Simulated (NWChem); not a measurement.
# PbH2, singlet; SMILES [PbH2]

Computed with NWChem. Low-valent species are run as closed-shell singlets; no triplet was tried in these runs. All runs use the structure optimised with PBE0/def2-SVP. def2 effective core potentials on Pb; no spin-orbit coupling. Level r2SCAN/def2-SVP: energy and gradient on several grids; changes count from the extra-fine grid, which is no exact limit either.

Q: Which is the coarsest grid (xfine; coarse; medium; xcoarse; fine) from which on the energy stays within 100 μHa and each gradient component within 200 μHa/bohr of xfine?

A: medium.
| grid | size of the energy change (μHa) | largest change of a gradient component (μHa/bohr) |
|---|---|---|
| xcoarse | 3000 | 10000 |
| coarse | 200 | 1000 |
| medium | 20 | 90 |
| fine | < 10 | < 30 |
| xfine | < 10 | < 30 |
